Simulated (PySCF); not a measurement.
Molecule: sum formula SiN$_{3}$H$_{6}$F, charge 0, multiplicity 1. 
Coordinates optimised at B3LYP-D3(BJ)/def2-TZVP (Ansatz):
```
Si
F 1 1.6101
N 1 1.6971 2 117.96
H 3 1.0064 1 121.29 2 -76.95
H 3 1.0064 4 112.71 1 -155.95
N 1 1.7090 2 102.51 3 -115.65
H 6 1.0065 1 121.38 2 179.22
H 6 1.0069 7 111.86 1 -152.55
N 1 1.7090 2 102.51 6 -128.70
H 9 1.0065 1 121.38 2 -179.22
H 9 1.0069 10 111.86 1 152.55
```

Dispersion corrections to the total energy (kcal/mol) from the dftd3 and dftd4 libraries through PySCF: D3(BJ) without and D4 with the three-body term, each with the damping fitted for the functional named.

```json
[
 {"functional": "PW6B95", "D3(BJ)": "-2.51", "D4": "-4.70"},
 {"functional": "B3LYP", "D3(BJ)": "-8.67", "D4": "-8.46"},
 {"functional": "PBE0", "D3(BJ)": "-4.31", "D4": "-4.40"},
 {"functional": "PBE", "D3(BJ)": "-4.99", "D4": "-5.26"},
 {"functional": "B2PLYP", "D3(BJ)": "-4.05", "D4": "?"},
 {"functional": "TPSSh", "D3(BJ)": "-5.75", "D4": "?"},
 {"functional": "BHLYP", "D3(BJ)": "?", "D4": "-6.19"}
]
```

Task: Complete the blanks.

Result: 
- B2PLYP, D4: -3.66
- TPSSh, D4: -6.44
- BHLYP, D3(BJ): -6.85
